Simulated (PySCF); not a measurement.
Bonds (- single, = double, # triple, : aromatic): C1=C2, C2-C3, C3-F4, C3-C5, C5-C6, C6-C7, C7-C8, C8-C9, C9=C10, C9-C3. C1 carries H11, H12; C2 carries H13; C5 carries H14, H15; C6 carries H16, H17; C7 carries H18, H19; C8 carries H20, H21; C10 carries H22, H23. Stereochemistry as in C=C[C@@]1(F)CCCCC1=C. H12, H22 are cis to C3; H15, H16, H19, H21 are pro-R; H14, H17, H18, H20 are pro-S; H11, H23 are trans to C3.

Calculated, not measured (PySCF): NMR shieldings at PBE0/pcSseg-1/GIAO, geometry from GFN2-xTB. Relativity neglected, one conformer, no solvent model.

δ = σ(ref) − σ, references computed at the same level: 13C and 1H vs TMS; 19F against CFCl3.

```
atoms  nucleus  count  δ (ppm)
   C1      13C      1    117.8
  H23       1H      1        ?
  H13       1H      1     6.61
   C5      13C      1     44.2
  H15       1H      1     1.86
   C3      13C      1        ?
  H14       1H      1     2.06
  C10      13C      1    114.1
  H22       1H      1     5.52
  H16       1H      1     1.85
   C9      13C      1        ?
   C7      13C      1        ?
  H12       1H      1     5.87
   C2      13C      1    145.4
   C6      13C      1     28.0
  H11       1H      1     5.47
   C8      13C      1        ?
  H17       1H      1     1.59
  H21       1H      1        ?
  H19       1H      1     1.86
   F4      19F      1   -185.9
  H20       1H      1     2.45
  H18       1H      1        ?
```

Q: Complete the table.

A: 
- C9: 157.4 ppm, fully substituted alkene carbon; the olefinic region
- C3: 100.6 ppm, allylic fully substituted sp3 carbon bonded to F; pulled downfield by the heteroatom
- C8: 38.4 ppm, allylic sp3 CH2; aliphatic region, no heteroatom directly attached
- C7: 31.8 ppm, sp3 CH2 in a ring; aliphatic region, no heteroatom directly attached
- H23: 5.23 ppm, hydrogen on a terminal =CH2 carbon; attached to an sp2 carbon and in the plane of the double bond
- H21: 2.26 ppm, hydrogen on an allylic sp3 CH2; allylic position
- H18: 1.35 ppm, hydrogen on an sp3 CH2 in a ring

Shifts are as computed. Against solution values, carbons near 30 ppm lie about +3 ppm off and those near 130 ppm about +5 ppm. Of 1211 compounds with measured shifts, 218 miss one by over three times the rms of a fit or turn the order of signals round; such compounds aren't used in these exercises. Unscaled 19F shifts against computed CFCl3 carry errors that often reach 10 to 50 ppm.
